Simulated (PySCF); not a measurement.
**Vertical excitation energies**

Species: C4H10O2Si.
SMILES: `CCO/C=C\O[SiH3]`

Level of theory: PySCF 2.14.0, density-fitted response routines, TDDFT B3LYP/def2-SVPD, vertical, gas phase, core orbitals frozen in the response. One conformer (not necessarily the lowest) at the PBE0-D3(BJ)/def2-SVP geometry, without solvent, vibrations or thermal averaging. Torsions of this conformer, `[CH3:1][CH2:2][O:3]/[CH:4]=[CH:5]\[O:6][SiH3:7]`: C1–C2–O3–C4 176°, C2–O3–C4–C5 133°, C4–C5–O6–Si7 -2°.

Problem. What does the calculation give for the low-lying excited states?

Solution. 

```json
{"state": "S1", "E (eV)": "5.23", "λ (nm)": "237.0", "f": "0.0046", "main configurations (H = HOMO, L = LUMO)": "H→L (98%)"}
{"state": "S2", "E (eV)": "5.63", "λ (nm)": "220.2", "f": "0.021", "main configurations (H = HOMO, L = LUMO)": "H→L+1 (95%)"}
{"state": "S3", "E (eV)": "6.15", "λ (nm)": "201.6", "f": "0.115", "main configurations (H = HOMO, L = LUMO)": "H→L+2 (56%), H→L+3 (23%), H→L+4 (14%)"}
{"state": "S4", "E (eV)": "6.20", "λ (nm)": "199.9", "f": "0.042", "main configurations (H = HOMO, L = LUMO)": "H→L+4 (71%), H→L+2 (21%)"}
{"state": "S5", "E (eV)": "6.26", "λ (nm)": "198.0", "f": "0.041", "main configurations (H = HOMO, L = LUMO)": "H→L+3 (73%), H→L+2 (13%), H→L+4 (8%)"}
{"state": "S6", "E (eV)": "6.75", "λ (nm)": "183.7", "f": "0.0094", "main configurations (H = HOMO, L = LUMO)": "H→L+5 (92%)"}
{"state": "S7", "E (eV)": "6.93", "λ (nm)": "178.9", "f": "0.022", "main configurations (H = HOMO, L = LUMO)": "H→L+6 (91%)"}
{"state": "S8", "E (eV)": "7.17", "λ (nm)": "172.8", "f": "0.0097", "main configurations (H = HOMO, L = LUMO)": "H→L+8 (53%), H→L+7 (38%)"}
{"state": "S9", "E (eV)": "7.26", "λ (nm)": "170.8", "f": "0.023", "main configurations (H = HOMO, L = LUMO)": "H→L+7 (48%), H→L+8 (38%)"}
{"state": "S10", "E (eV)": "7.34", "λ (nm)": "169.0", "f": "0.0032", "main configurations (H = HOMO, L = LUMO)": "H-1→L (95%)"}
```

Triplets, Tamm–Dancoff:

```csv
state,E (eV),λ (nm),"main configurations (H = HOMO, L = LUMO)"
T1,4.14,299.8,H→L+2 (92%)
T2,5.08,243.9,H→L (97%)
T3,5.57,222.5,H→L+1 (93%)
T4,6.12,202.6,"H→L+4 (82%), H→L+3 (10%)"
```

The lowest singlet lies at 5.23 eV (237 nm, ultraviolet) and is very weak; its leading configuration is HOMO→LUMO (98%). The strongest level in the table is S3 at 6.15 eV (202 nm, f = 0.115). Löwdin shares by element: HOMO carbon 51% or more, oxygen 37%; LUMO silicon 32%, hydrogen 22% or more, oxygen 12% or more (atoms not listed hold the other 34%). Orbital energies (eV): HOMO-3 -9.24, HOMO-2 -8.91, HOMO-1 -8.23, HOMO -6.09, LUMO 0.10, LUMO+1 0.30, LUMO+2 0.45. The listed states span 2.11 eV, and the widest gap between neighbours is 0.52 eV (S2 to S3). Weighted by f, the mean energy of these states is 6.33 eV. All these states lie below the vertical ionisation energy of 8.30 eV (ΔSCF). The window holds the lowest 10 singlets.
